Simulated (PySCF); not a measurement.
**From a computed spectrum to the compound**

A species of 3 atoms with charge 1 has these harmonic modes (PBE0, small Gaussian bases with core potentials, PySCF 2.14.0):

```tsv
cm⁻¹	km/mol	symmetry
56	3.0	a1
270	16.8	a1
283	68.7	b2
```

(1) Which species is it, and in which structure?

Results:

(1) [SmBr2]+ (singlet in the valence; each metal's 4f electrons, 5 of them, lie in its core potential, out of spins and levels):
```xyz
3

Sm    0.0000    0.0000   -0.7618
Br    2.0865    0.0000    0.7333
Br   -2.0865    0.0000    0.7333
```
Ideal gas at 298.15 K and 1 bar: S = 347.0 J/(mol K), Cp = 55.9 J/(mol K), H − H(0 K) = 14.4 kJ/mol (rigid rotor, harmonic modes, spin degeneracy alone, that of the 4f electrons in the core included; the modes under 60 cm⁻¹ make these uncertain). An lcecp potential fixes the number of 4f electrons, so in runs with it no electron can move into or out of that shell.
 Other answers can fit too; this one was computed.
